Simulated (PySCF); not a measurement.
Be(SeH)(SiH3) (BeH4SeSi), SMILES [SiH3][Be][SeH].

Geometry optimised at B3LYP-D3(BJ)/def2-TZVP. Other conformers were not sampled.

All values below come from HF/def2-TZVPD (PySCF).

Computed frontier levels, gap, dipole moment and polarisability:
```
Quantity                                                                                                       Result
---------------------------------------------------------------------------------------------  ----------------------
highest occupied level                                                                                       -9.85 eV
lowest empty level                                                                                            1.05 eV
orbital gap                                                                                                  10.90 eV
dipole moment                                                                                                  0.49 D
quadrupole, principal values (traceless, Buckingham form, about the centre of nuclear charge)   -8.77, 1.01, 7.76 D·Å
mean static polarisability                                                                      73.4 bohr³ (10.88 Å³)
polarisability, principal values                                                               64.9, 65.2, 90.1 bohr³
```
